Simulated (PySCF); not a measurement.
Geometry:
```
atom   x (Å)   y (Å)   z (Å)
  C1  -2.039   0.043   0.028
  C2  -0.589  -0.123   0.470
  C3   0.175  -1.108  -0.420
  N4   1.576  -0.778  -0.283
 Si5   1.804   0.901   0.025
  N6   0.135   1.127   0.362
  H7  -2.549  -0.917   0.042
  H8  -2.073   0.450  -0.980
  H9  -2.562   0.725   0.695
 H10  -0.571  -0.498   1.507
 H11  -0.172  -1.001  -1.458
 H12  -0.005  -2.141  -0.104
 H13   2.180  -1.323  -0.875
 H14   2.767   1.006   1.125
 H15   2.142   1.786  -1.095
 H16  -0.229   1.860   0.948
```

Geometry: GFN2-xTB; GIAO shifts from PySCF 2.14.0 with density-fitted response routines, gas phase, non-relativistic, averaged over equivalent atoms.

At PBE0/pcSseg-1 (159 basis functions, 18 s wall time on 1 thread of an Arm Neoverse V1, shared host):
```
   atoms  δ (ppm)
      C3     55.4
      C2     53.9
      C1     25.5
      N6     40.2
      N4     21.4
     Si5    -25.2
     H15     5.35
     H14     5.33
     H10     3.64
     H12     3.44
     H11     2.80
H7/H8/H9     1.16
     H16    -0.05
     H13    -0.17
```

Referencing at the same level of theory: 13C (186.93 ppm) and 29Si (349.16 ppm) and 1H (31.72 ppm) vs TMS; 15N (267.73 ppm) vs NH3.

Question: Estimate the result of repeating the calculation with PBE0/6-31++G**.

Answer: 
```json
{"atoms": "C3", "δ at PBE0/6-31++G**": "52.9", "change": "-2.5"}
{"atoms": "C2", "δ at PBE0/6-31++G**": "52.2", "change": "-1.7"}
{"atoms": "C1", "δ at PBE0/6-31++G**": "24.9", "change": "-0.6"}
{"atoms": "N6", "δ at PBE0/6-31++G**": "38.3", "change": "-1.9"}
{"atoms": "N4", "δ at PBE0/6-31++G**": "20.8", "change": "-0.6"}
{"atoms": "Si5", "δ at PBE0/6-31++G**": "-10.0", "change": "+15.2"}
{"atoms": "H15", "δ at PBE0/6-31++G**": "5.49", "change": "+0.14"}
{"atoms": "H14", "δ at PBE0/6-31++G**": "5.43", "change": "+0.10"}
{"atoms": "H10", "δ at PBE0/6-31++G**": "3.84", "change": "+0.20"}
{"atoms": "H12", "δ at PBE0/6-31++G**": "3.48", "change": "+0.04"}
{"atoms": "H11", "δ at PBE0/6-31++G**": "2.91", "change": "+0.11"}
{"atoms": "H7/H8/H9", "δ at PBE0/6-31++G**": "1.12", "change": "-0.04"}
{"atoms": "H16", "δ at PBE0/6-31++G**": "0.29", "change": "+0.34"}
{"atoms": "H13", "δ at PBE0/6-31++G**": "0.11", "change": "+0.28"}
```

References, each an isolated molecule treated in the same way: 13C (σref 198.46) and 29Si (σref 407.86) and 1H (σref 31.85) vs TMS; NH3 for 15N (σref 272.83).

The largest change is at Si5 (silicon bonded to 2 N, 2 H, in a 5-membered ring). Cost: 172 basis functions, 20 s wall time on 1 thread of an Arm Neoverse V1, shared host. The order of the carbon signals is the same at both levels.

Experimental scales use liquid or dissolved standards, which lie at an offset from isolated NH3 (liquid NH3: subtract about 20 ppm).
